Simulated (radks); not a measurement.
The numbers below are computed, except where a source is named.
All-electron atom: Dy L in [Ne] 3s2 3p5.

Level of theory: scalar-relativistic Kohn-Sham, PBE, spin-unpolarised, spherical densities, finite nucleus; Fermi nuclear charge, rms radius 5.2218 fm (a radial shooting solver on a logarithmic mesh with Libxc functionals).

Energy parts (eV):
| part | energy |
|---|---|
| total | -268195.62 |
| kinetic | 293608.22 |
| electron-nucleus | -590356.78 |
| Hartree | 32583.76 |
| exchange-correlation | -4030.82 |

Orbitals (lengths in bohr, moments of r in powers of bohr; r(90%) holds 90 % of the orbital's charge):
[
 {"orbital": "1s", "occ.": "2", "eigenvalue (eV)": "-56967.91", "r(90%)": "0.0382", "<r^2>": "0.0006093", "<r^4>": "9.907e-07"},
 {"orbital": "2s", "occ.": "2", "eigenvalue (eV)": "-12147.06", "r(90%)": "0.137", "<r^2>": "0.009310", "<r^4>": "0.0001476"},
 {"orbital": "2p", "occ.": "6", "eigenvalue (eV)": "-11164.63", "r(90%)": "0.127", "<r^2>": "0.007499", "<r^4>": "0.0001097"},
 {"orbital": "3s", "occ.": "2", "eigenvalue (eV)": "-4725.349", "r(90%)": "0.315", "<r^2>": "0.05348", "<r^4>": "0.004185"},
 {"orbital": "3p", "occ.": "5", "eigenvalue (eV)": "-4427.379", "r(90%)": "0.314", "<r^2>": "0.05179", "<r^4>": "0.004065"}
]

The highest occupied level is 3p at -4427.4 eV. The density falls to 0.001 e/bohr^3 at r = 0.65 bohr. The electron density at the nucleus is 7.782e+05 e/bohr^3 (large components only). Summed over all electrons, <r^2> = 0.4308 bohr^2, which gives a Langevin (diamagnetic) susceptibility term of -0.341 x 10^-6 cm^3/mol.
